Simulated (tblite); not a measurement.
C6H7N (charge +1 and doublet state).
Structure used (GFN2-xTB), in Å, numbered top down from 1:
```xyz
14
C6H7N angstrom
C      2.2355    0.1969    0.4028
C      1.1157    0.1027   -0.3611
C     -0.2157   -0.0468    0.1591
C     -0.3922   -0.1246    1.5679
N     -0.5523   -0.1050    2.7005
C     -1.3116   -0.8258   -0.6701
C     -1.3878    0.6204   -0.6602
H      2.1933    0.2723    1.4802
H      3.2148    0.2097   -0.0507
H      1.2011    0.1458   -1.4421
H     -1.9885   -1.4068   -0.0565
H     -0.9247   -1.3449   -1.5374
H     -2.1162    1.1166   -0.0299
H     -1.0723    1.1890   -1.5246
```

All values are computed: GFN2-xTB (tblite) harmonic vibrations without scaling, gas phase. This tight-binding method is rough: wavenumbers can miss measured ones by several per cent, in bad cases by 10 to 20. One conformer, not necessarily the lowest. Open shells enter through the occupations alone, without spin polarisation, and single modes of such species can be off by tens of per cent.

Harmonic wavenumbers (cm⁻¹): 100.8, 144.7, 177.5, 228.4, 257.4, 314.9, 419.4, 537.0, 550.2, 590.2, 676.8, 757.5, 851.4, 854.5, 917.5, 936.7, 984.3, 1009.1, 1057.6, 1067.3, 1123.5, 1242.7, 1279.0, 1296.3, 1359.6, 1378.5, 1450.4, 1498.1, 2339.4, 3036.2, 3055.0, 3061.3, 3076.3, 3080.8, 3095.9, 3116.3.

A = 3259, B = 2897, C = 1735 MHz; mass 93.058 u (most abundant isotopes); point group C1, symmetry number 1; spin multiplicity 2.

Q: What is the zero-point energy?

A: Half the sum of the wavenumbers: 23461 cm⁻¹ = 67.08 kcal/mol.

Q: Give the ideal-gas entropy at 400 K and 1 bar in the rigid-rotor, harmonic-oscillator model (classical rotation).

A: Translation 40.99, rotation 28.25, vibration 25.14, spin (R ln 2) 1.38: S = 95.8 cal/(mol K).

Q: And Cp and H(400 K) − H(0)?

A: Cp = 37.26 cal/(mol K), of which vibrations give 29.31 (their classical limit is 36 R = 71.5); H(400 K) − H(0) = 8.86 kcal/mol without the zero-point energy, 5.68 from vibrations.

Q: Which modes carry the vibrational entropy at 400 K?

A: 100.8 cm⁻¹: 4.01; 144.7 cm⁻¹: 3.31; 177.5 cm⁻¹: 2.91; 228.4 cm⁻¹: 2.43; 257.4 cm⁻¹: 2.21; 314.9 cm⁻¹: 1.84 cal/(mol K); the other 30 give 8.42 together.

Q: What must be added to the electronic energy to get the Gibbs energy at 400 K and 1 bar?

A: ZPE + [H(400 K) − H(0)] − T·S = 67.08 + 8.86 − 38.30 = 37.64 kcal/mol.

Q: How do the functions run with temperature in this model?

A: 
| T (K) | S (cal/(mol K)) | Cp (cal/(mol K)) | H − H(0) (kcal/mol) | G − H(0) (kcal/mol) | ln q(vib) |
| --- | --- | --- | --- | --- | --- |
| 150 | 69.8 | 18.4 | 1.87 | -8.61 | 1.26 |
| 250 | 81.0 | 26.1 | 4.09 | -16.16 | 2.88 |
| 298.15 | 85.9 | 29.9 | 5.43 | -20.18 | 3.70 |
| 600 | 113.1 | 48.1 | 17.48 | -50.37 | 9.08 |
| 900 | 134.7 | 58.2 | 33.55 | -87.64 | 14.22 |

q(vib) and H(0) count from the zero-point level.

Q: Blend soft modes into free rotors: weight 1/[1 + (100 cm⁻¹/ν̃)⁴] for the oscillator and the rest for a rotor with moment μB/(μ + B), μ = h/(8π²ν), B = 10⁻⁴⁴ kg m². What vibrational entropy results?

A: 24.58 cal/(mol K) in place of 25.14, which changes −T·S at 400 K by +0.22 kcal/mol.

Hindered rotation and anharmonicity are outside this model. Other conformers, if any are populated, would add a mixing term that is left out.
